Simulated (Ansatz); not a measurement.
Coupled-cluster diagnostics for [Cu(NH3)3F]+ (CuN3FH9⁺), Ansatz.

Geometry of the doublet (PBE-D4/def2-SVP):

```
atom   x (Å)   y (Å)   z (Å)
 Cu1   0.204  -0.078  -0.210
  N2   0.070  -2.120  -0.023
  H3   0.350  -2.566   0.863
  H4   0.820  -2.277  -0.722
  H5  -0.783  -2.593  -0.354
  N6  -1.204   0.440   1.193
  H7  -1.736   1.287   0.941
  H8  -0.775   0.641   2.111
  H9  -1.905  -0.296   1.365
 N10   0.740   1.819  -0.795
 H11   1.182   2.457  -0.117
 H12   0.068   2.368  -1.349
 H13   1.471   1.461  -1.439
 F14   1.497  -0.543  -1.463
```

Correlated methods freeze 13 core orbitals. In CCSD on the charge 2 triplet the largest single amplitude is 0.17, so its Hartree–Fock determinant may place the open shell otherwise than the density functionals do. No other spin state of charge 1 was run. At PBE0-D4/def2-TZVP a singlet of charge 2 lies 1.27 eV below the triplet at the same geometry.

(1) Estimate the CCSD(T) correlation energy, the shares of MP2 and (T), T1 and the reference's ⟨S²⟩ for: charge 1, doublet, own geometry in def2-SVP; charge 2, triplet, vertical in def2-SVP; and the rough time on 4 threads of Arm Neoverse V1 on a shared host.

Answers

(1) 
```csv
state,basis,correlation (eV),MP2 share (%),(T) share (%),T1,⟨S²⟩ (pure),wall time
"charge 1, doublet, own geometry",def2-SVP,-28.749,93.4,2.4,0.024,0.75 (0.75),1.8 min
"charge 2, triplet, vertical",def2-SVP,-27.395,91.9,2.5,0.028,2.01 (2.00),1.9 min
```
Customary marks for T1 are 0.02 (closed shells), 0.045 (open shells) and about 0.05 (3d metals). T1 exceeds 0.02 in 2 of 2 rows and 0.045 in 0; the higher it lies, the less the single-reference result can be trusted.
